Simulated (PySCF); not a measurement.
Basis and Hamiltonian dependence of the ionisation energy of Ti

Ti [Ar] 3d2 4s2 (3F) → Ti⁺ [Ar] 3d2 4s1 (4F). Calculated with PySCF 2.14 from differences of total energies of unrestricted determinants, without spin-orbit coupling. Values in eV.

```
                                                              basis       Hamiltonian  functions    UHF    LDA   PBE0  MP2 (valence)  CCSD(T) (valence)  CCSD(T) (valence and next inner shell)
                                                         x2c-SVPall     spin-free X2C         36  5.570    n/a  6.639          6.223                n/a                                     n/a
                                              Sapporo-DKH3-DZP-2012     spin-free X2C         43  5.573    n/a  6.595          6.309                n/a                                     n/a
                                                        x2c-TZVPall     spin-free X2C         48  5.561  6.942    n/a          6.289                n/a                                     n/a
                                                            pcseg-2  non-relativistic         56  5.527  6.872    n/a          6.246                n/a                                     n/a
                                                       ANO-RCC-VTZP     spin-free X2C         59  5.560  6.935  6.572          6.323              6.645                                   6.759
                                                      jorge-TZP-DKH     spin-free X2C         65  5.556    n/a    n/a            n/a                n/a                                   6.724
                                                        def2-TZVPPD  non-relativistic         67  5.528  6.892  6.541          6.311              6.617                                   6.744
                                                         cc-pVTZ-DK     spin-free X2C         68  5.557  6.929  6.570          6.346                n/a                                     n/a
                                                            cc-pVTZ  non-relativistic         68  5.524    n/a    n/a          6.306                n/a                                     n/a
                                                     aug-cc-pVTZ-DK     spin-free X2C         93  5.557  6.929  6.570          6.378              6.670                                     n/a
                                                        def2-QZVPPD  non-relativistic         93  5.524  6.870  6.521          6.337              6.626                                   6.750
aug-cc-pVTZ with one added diffuse shell each of s, p, d, f, g type  non-relativistic        118  5.525  6.879  6.527          6.340                n/a                                     n/a
                                                   aug-cc-pwCVTZ-DK     spin-free X2C        127  5.557  6.923  6.567          6.386                n/a                                     n/a
                                                     aug-cc-pVQZ-DK     spin-free X2C        140  5.556  6.924  6.565          6.397                n/a                                     n/a
```

Extrapolation of MP2 (valence) from aug-cc-pVTZ-DK and aug-cc-pVQZ-DK: the correlation parts are 0.821 and 0.841 eV; with the X⁻³ form and unrounded values, (4³ × 0.841 − 3³ × 0.821)/(4³ − 3³) = 0.855 eV, and adding the Hartree-Fock value 5.556 eV of the larger basis gives 6.411 eV.

Frozen in the all-electron rows: valence: [Ar]; valence and next inner shell: [Ne].

Non-relativistic rows lack the scalar-relativistic shift.

Reference for a calculation without spin-orbit coupling: 6.828 eV (measured, between term centres; NIST).
